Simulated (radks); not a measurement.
Excited configurations of Xe: one electron is placed in a higher orbital outside [Kr] 4d10 5s2 5p5. The ground configuration is [Xe]. All-electron calculation, scalar-relativistic Kohn-Sham, PBE, spin-unpolarised, spherical densities, point nucleus. Program: a radial shooting solver on a logarithmic mesh with Libxc functionals. Excitation = E - E(ground); binding = E(ion) - E, where the ion is the core of charge +1; n* = 1/sqrt(2 binding) in atomic units, and the quantum defect is n - n*.

\begin{tabular}{lrrrr}
outer orbital & excitation (eV) & binding (eV) & quantum defect & eigenvalue (eV) \\ \hline
5d & 10.396 & 2.141 & 2.479 & -0.594 \\
5f & 11.905 & 0.632 & 0.361 & -0.366 \\
6s & 8.807 & 3.731 & 4.090 & -2.026 \\
6p & 10.106 & 2.432 & 3.635 & -1.275 \\
6d & 11.254 & 1.283 & 2.743 & -0.679 \\
7s & 10.799 & 1.738 & 4.202 & -1.053 \\
7d & 11.731 & 0.806 & 2.891 & -0.487 \\
\end{tabular}

The Delta-SCF ionisation energy is 12.537 eV (NIST Atomic Spectra Database: 12.130 eV, measured). Self-interaction in the functional shifts the binding energies and quantum defects, so they are the method's values and not measured ones. Spin polarisation and multiplet splitting are left out, so open shells lie too high by an amount that depends on their filling. Spin-orbit splitting is averaged out at the scalar-relativistic level.

Beside tabulated values, note that spin-unpolarised runs miss the spin-polarisation part of the exchange energy of open shells.
